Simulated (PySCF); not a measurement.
**Computed data sheet: `CCN1BC=CC=C1` (N-ethyl-1,2-azaborine)**

Species: N-ethyl-1,2-azaborine, C6H10BN.
SMILES with atom numbers: `[CH3:1][CH2:2][N:3]1[BH:4][CH:5]=[CH:6][CH:7]=[CH:8]1` (hydrogens: H9, H10, H11 on C1; H12, H13 on C2; H14 on B4; H15 on C5; H16 on C6; H17 on C7; H18 on C8)

Cartesian coordinates in Å at the PBE0-D3(BJ)/def2-SVP level; atoms count from 1:
```
atom  x, y, z in Å
C1    -2.3289   -0.2077    0.5423
C2    -1.5435    0.4369   -0.5859
N3    -0.1010    0.2694   -0.4327
B4     0.7023    1.2686    0.2239
C5     2.1719    0.9486    0.3797
C6     2.6415   -0.2514   -0.1023
C7     1.7758   -1.1804   -0.7348
C8     0.4442   -0.8946   -0.8766
H9    -2.0531    0.2379    1.5099
H10   -2.1303   -1.2891    0.5989
H11   -3.4098   -0.0665    0.3923
H12   -1.7500    1.5151   -0.6250
H13   -1.8489    0.0145   -1.5574
H14    0.1425    2.2752    0.5936
H15    2.8816    1.6302    0.8579
H16    3.7004   -0.5201   -0.0115
H17    2.1568   -2.1271   -1.1208
H18   -0.2368   -1.5982   -1.3652
```

Some functional groups and rings: C=C double bond and three-coordinate boron.

From PBE0-D3(BJ)/def2-SVP geometry optimisation, gas phase (PySCF):

- Point group: C1
- Rotational constants A, B, C: 4.506, 1.492, 1.233 GHz

PBE0/def2-SVPD ground state, ΔSCF and vertical TDDFT (core frozen in the response) (PySCF):

- Dipole moment: 2.25 D
- HOMO energy: -6.43 eV
- LUMO energy: -0.77 eV
- HOMO–LUMO gap: 5.66 eV
- Lowest singlet excitation: 4.96 eV (250 nm, f = 0.160)
- Strongest line among the 10 lowest singlet transitions: S7 at 6.81 eV (182 nm, f = 0.356)
- Lowest triplet excitation (Tamm–Dancoff): 3.37 eV
- Static isotropic polarisability: 93.8 au
- Vertical ionisation energy: 8.25 eV
- Electronic spatial extent ⟨r²⟩ about the centre of nuclear charge: 1026 bohr²

PBE/pcSseg-1 ground state and GIAO shieldings, non-relativistic (PySCF):

* 13C chemical shifts (computed TMS as zero) by class: 144.7 (C6), 138.9 (C8), 137.8 (C5), 117.2 (C7), 58.4 (C2), 22.3 (C1) ppm
* 1H chemical shifts (computed TMS as zero) by class: 7.58 (H16), 7.24 (H15), 7.09 (H18), 6.51 (H17), 5.44 (H14), 3.78 (H12/H13), 1.32 (H9/H10/H11) ppm
* Isotropic shieldings of nuclei other than C and H, by class: 67 (B4), 47 (N3) ppm

**B3LYP/pcJ-1 indirect spin-spin coupling, non-relativistic, gas phase; spin–dipole term left out for some pairs (PySCF)**

* Largest of the computed one-bond spin–spin couplings (means over like bonds): 13C–1H +175.0 (C8–H18), 13C–1H +170.1 (C7–H17), 13C–1H +160.2 (C6–H16), 13C–1H +155.7 (C5–H15), 13C–1H +142.2 (C2–H12 and 1 like it), 11B–1H +141.8 (B4–H14), 13C–1H +133.8 (C1–H9 and 2 like it), 13C–11B +75.0 (C5–B4) Hz

Monoisotopic mass (most abundant isotopes): 107.0906 u.

A dipole of 2.25 D is allowed in C1, and pure rotational transitions are dipole-allowed. No computed singlet falls in the visible range (750 to 380 nm, 1.65 to 3.26 eV); S1 lies 1.70 eV above its blue end. The rotational constants make it an asymmetric top with κ = (2B − A − C)/(A − C) = -0.84, nearer the prolate limit (−1). The largest Löwdin shares of the HOMO are 0.21 on C5, 0.21 on C7, 0.17 on C8 and 0.14 on B4. The ΔSCF ionisation energy exceeds −ε(HOMO) by 1.82 eV with PBE0. With B = h/(8π²I), that is 505.379 GHz u Å² over I, the principal moments of inertia are 112.2, 338.7 and 410.0 u Å² (most abundant isotopes). The dipole equals about 7.5 × 10⁻³⁰ C·m (1 D = 3.33564 × 10⁻³⁰ C·m).

 NMR classes are plain means over equivalent atoms (diastereotopic ones count apart unless rotation or inversion swaps them), as if these changed places fast; in this geometry the members of some classes differ.

For the TDDFT job (PBE0/def2-SVPD), the run took 1.7 min on one thread of an Arm Neoverse V1, no GPU, on a shared host.

One conformer stands for the species.
